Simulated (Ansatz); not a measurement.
Calculated with Ansatz (gas phase, PBE0-D4/def2-TZVP geometries, no zero-point term in ΔE). CCSD(T)/CBS is the MP2 limit (def2-TZVPP, def2-QZVPP) plus CCSD(T) − MP2 in def2-TZVPP, frozen cores. Functionals use def2-TZVPP. B3LYP here is the variant with VWN-RPA as its local correlation; programs differ in this. Each species was taken in one conformer, which may not be the lowest.

`NC([SiH3])[SiH2]O` → `CO[SiH2][SiH2]N`  (isomerisation)

`NC([SiH3])[SiH2]O`:

```xyz
14

N     1.436    0.428    0.797
C    -0.001    0.399    0.471
Si   -0.867   -0.859    1.569
Si   -0.332    0.159   -1.357
O     0.655    1.252   -2.111
H     1.927    1.048    0.162
H     1.845   -0.492    0.678
H    -0.439    1.367    0.756
H    -0.828   -0.443    2.995
H    -0.178   -2.172    1.436
H    -2.283   -1.018    1.141
H    -1.762    0.393   -1.708
H     0.036   -1.226   -1.775
H     0.791    1.164   -3.054
```

`CO[SiH2][SiH2]N`:

Cartesian coordinates in Å:
```
C -1.329 -0.508 -1.637
O -0.760 -1.526 -0.845
Si -0.274 -1.268 0.708
Si 1.422 0.349 0.877
N 0.774 1.883 0.403
H -1.485 -0.905 -2.642
H -2.300 -0.190 -1.237
H -0.676 0.370 -1.701
H 0.197 -2.583 1.215
H -1.436 -0.824 1.543
H 1.986 0.290 2.265
H 2.550 0.051 -0.049
H 1.405 2.656 0.260
H -0.076 2.205 0.839
```

CCSD(T)/CBS gives -7.2 kcal/mol.

(1) Another level gave -8.9 kcal/mol. Which?
A. CCSD(T)/def2-TZVPP
B. B3LYP/def2-TZVPP
C. PBE/def2-TZVPP
D. HF/def2-TZVPP

Largest T1 diagnostic among the species: 0.011.

Results:

(1) C. PBE -8.9, B3LYP -10.3, CCSD(T)/def2-TZVPP -7.4, HF/def2-TZVPP -11.8 kcal/mol.

The D4 term adds +0.9 kcal/mol with B3LYP and +0.4 kcal/mol with PBE0; it sums over pairs of atoms, weighted by their polarisabilities, and B3LYP, whose exchange is more repulsive, gets the larger term. In def2-TZVPP, CCSD(T) changes the Hartree–Fock value by +4.4 kcal/mol (the triples alone add +0.6 kcal/mol) and MP2 by +6.0 kcal/mol.
